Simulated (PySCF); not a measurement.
Fractional electron number in Cu⁺ (copper, charge +1)

The 3d beta orbital of [Ar] 3d10 is emptied in steps (occupation f), with all orbitals relaxed, ending at [Ar] 3d9. Calculation: PySCF 2.14, in aug-cc-pVTZ-PP with ECP10MDF; scalar relativity through the core potential. The exact energy is a straight line in f; departures are measured from the line between the end points of the same method.

```json
{"f": "1", "wB97X (eV)": "0.000", "r2SCAN0 (eV)": "0.000"}
{"f": "0.9", "wB97X (eV)": "-0.161", "r2SCAN0 (eV)": "-0.348"}
{"f": "0.7", "wB97X (eV)": "-0.380", "r2SCAN0 (eV)": "-0.825"}
{"f": "0.5", "wB97X (eV)": "-0.454", "r2SCAN0 (eV)": "-0.996"}
{"f": "0.3", "wB97X (eV)": "-0.384", "r2SCAN0 (eV)": "-0.847"}
{"f": "0.1", "wB97X (eV)": "-0.167", "r2SCAN0 (eV)": "-0.367"}
{"f": "0", "wB97X (eV)": "0.000", "r2SCAN0 (eV)": "0.000"}
```

```csv
method,E(f=0) − E(f=1) (eV),−ε at f=1 (eV),−ε at f=0.5 (eV)
wB97X,20.201,18.427,20.189
r2SCAN0,19.692,15.860,19.626
```

Orbital energy along the path (eV):

```json
{"f": "1", "wB97X": "-18.427", "r2SCAN0": "-15.860"}
{"f": "0.9", "wB97X": "-18.757", "r2SCAN0": "-16.569"}
{"f": "0.7", "wB97X": "-19.468", "r2SCAN0": "-18.060"}
{"f": "0.5", "wB97X": "-20.189", "r2SCAN0": "-19.626"}
{"f": "0.3", "wB97X": "-20.914", "r2SCAN0": "-21.257"}
{"f": "0.1", "wB97X": "-21.672", "r2SCAN0": "-22.933"}
{"f": "0", "wB97X": "-22.066", "r2SCAN0": "-23.783"}
```

Reference removal energy between the ground levels: 20.292 eV (measured; NIST Atomic Spectra Database, ionization energies). The calculation has no spin-orbit coupling.
